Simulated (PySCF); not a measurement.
C$_{2}$H$_{7}$N, charge +1, doublet, geometry from GFN2-xTB (a state made from the parent by changing its charge; the spin is typed, not shown lowest); PySCF with M062X/cc-pVDZ.

PySCF was given this input:
```python
from pyscf import gto, scf, dft

mol = gto.Mole()
mol.atom = '''
    C     1.213453    0.277616    0.174307
    N     0.037519   -0.262762   -0.350024
    C    -1.247840   -0.036785    0.146503
    H     1.928698   -0.517799    0.437967
    H     1.016826    0.902353    1.044841
    H     1.752014    0.863094   -0.588574
    H     0.124353   -0.870907   -1.160131
    H    -1.734531   -0.985537    0.425469
    H    -1.907264    0.367684   -0.637934
    H    -1.236404    0.635461    1.003675
'''
mol.basis = 'cc-pvdz'
mol.charge = 1
mol.spin = 1
mol.verbose = 5
mol.build()

mf = dft.UKS(mol)
mf.xc = 'm062x'
mf.grids.prune = dft.gen_grid.treutler_prune
mf.kernel()
```

The log (banner, timings and long lists left out):

```
PySCF version 2.14.0

[INPUT] verbose = 5
[INPUT] max_memory = 4000
[INPUT] num. atoms = 10
[INPUT] num. electrons = 25
[INPUT] charge = 1
[INPUT] spin (= nelec alpha-beta = 2S) = 1
[INPUT] symmetry False subgroup None
[INPUT] Mole.unit = angstrom
[INPUT] Symbol           X                Y                Z      unit          X                Y                Z       unit  Magmom
[...]
[INPUT] ---------------- BASIS SET ----------------
[INPUT] l, kappa, [nprim/nctr], expnt,             c_1 c_2 ...
[INPUT] N
[...]
                                1357              0.005389 -0.001208
                                309.3             0.027406 -0.005992
                                87.73             0.103207 -0.024544
                                28.56             0.278723 -0.067459
                                10.21             0.44854 -0.158078
                                3.838             0.278238 -0.121831
                                0.7466            0.01544 0.549003
[...]
                                2.917             0.217169
                                0.7973            0.510319
[...]
[INPUT] H
[...]
                                1.962             0.137977
                                0.4446            0.478148
[...]
[INPUT] C
[...]
                                1000              0.005329 -0.001154
                                228               0.027077 -0.005725
                                64.71             0.101718 -0.023312
                                21.06             0.27474 -0.063955
                                7.495             0.448564 -0.149981
                                2.797             0.285074 -0.127262
                                0.5215            0.015204 0.544529
[...]
                                2.002             0.20948
                                0.5456            0.508557
[...]
nuclear repulsion = 85.1326140715021
number of shells = 36
number of NR pGTOs = 127
number of NR cGTOs = 77
basis = cc-pvdz
ecp = {}

******** <class 'pyscf.dft.uks.UKS'> ********
method = UKS
initial guess = minao
damping factor = 0
level_shift factor = 0
DIIS = <class 'pyscf.scf.diis.CDIIS'>
diis_start_cycle = 1
diis_space = 8
diis_damp = 0
SCF conv_tol = 1e-09
SCF conv_tol_grad = None
SCF max_cycles = 50
direct_scf = True
direct_scf_tol = 1e-13
number electrons alpha = 13  beta = 12
XC library pyscf.dft.libxc version 7.1.2
[...]
  4.18166495e-01  4.56076829e-01  4.85163881e-01  4.89281952e-01
  5.05572280e-01  5.20719010e-01  5.27968745e-01  5.39958371e-01
  6.16994177e-01  6.85900896e-01  7.21739161e-01  7.59859171e-01
  8.46477546e-01  9.91914759e-01  1.02788022e+00  1.11803169e+00
  1.17152072e+00  1.19621289e+00  1.24572639e+00  1.24638851e+00
  1.35804000e+00  1.39278918e+00  1.44590268e+00  1.46665810e+00
  1.48345657e+00  1.48860118e+00  1.49735841e+00  1.50752610e+00
  1.56994106e+00  1.57115725e+00  1.68414769e+00  1.69294324e+00
  1.77074446e+00  1.81339263e+00  1.82916930e+00  1.90743138e+00
  1.96480625e+00  1.99222642e+00  2.02303023e+00  2.16135463e+00
  2.18714898e+00  2.22893326e+00  2.23373850e+00  2.24594932e+00
  2.33603436e+00  2.38458486e+00  2.45267377e+00  2.55132266e+00
  2.83362031e+00]
  beta  mo_energy =
[-1.50954509e+01 -1.08079597e+01 -1.08079212e+01 -1.30536434e+00
 -1.06527107e+00 -9.67286118e-01 -8.38147203e-01 -7.77888778e-01
 -7.44633011e-01 -6.86922020e-01 -6.77348895e-01 -6.72535780e-01
 -3.30554871e-01 -1.17211973e-01 -6.79551402e-02 -4.43774093e-02
 -4.41370348e-02 -2.28363022e-02 -1.02863914e-02  2.55208021e-03
  3.37945618e-02  9.90583654e-02  2.13433494e-01  2.42878846e-01
  2.47169704e-01  3.26345654e-01  3.30657109e-01  4.00712729e-01
  4.19844730e-01  4.63885288e-01  4.83284869e-01  4.95390999e-01
  5.02952093e-01  5.27105888e-01  5.34017307e-01  5.88886587e-01
  6.25928247e-01  6.92157183e-01  7.29223450e-01  7.63780331e-01
  8.61881944e-01  9.93500959e-01  1.02797283e+00  1.13290218e+00
  1.18616192e+00  1.20904818e+00  1.24684449e+00  1.24846934e+00
  1.36970161e+00  1.39281432e+00  1.44708995e+00  1.46672224e+00
  1.48563428e+00  1.48796893e+00  1.50041504e+00  1.50818358e+00
  1.56951493e+00  1.58111434e+00  1.68844592e+00  1.69993120e+00
  1.77537144e+00  1.81446361e+00  1.82889129e+00  1.90955220e+00
  1.96525215e+00  2.00820482e+00  2.03416160e+00  2.17109397e+00
  2.19010742e+00  2.23530050e+00  2.23680120e+00  2.24897930e+00
  2.35115298e+00  2.39502879e+00  2.46558352e+00  2.56518767e+00
  2.86016795e+00]
multiplicity <S^2> = 0.75466688  2S+1 = 2.0046615
nelec by numeric integration = [12.99998917 11.99999073]
E1 = -342.2244034712453  E2 = 122.30244066743404  Ecoul = 142.3241563224653  Exc = -20.021715655031276
Extra cycle  E= -134.789348732309  delta_E= -2.98e-11  |g|= 2.43e-06  |ddm|= 7.43e-06
converged SCF energy = -134.789348732309  <S^2> = 0.75466688  2S+1 = 2.0046615
```
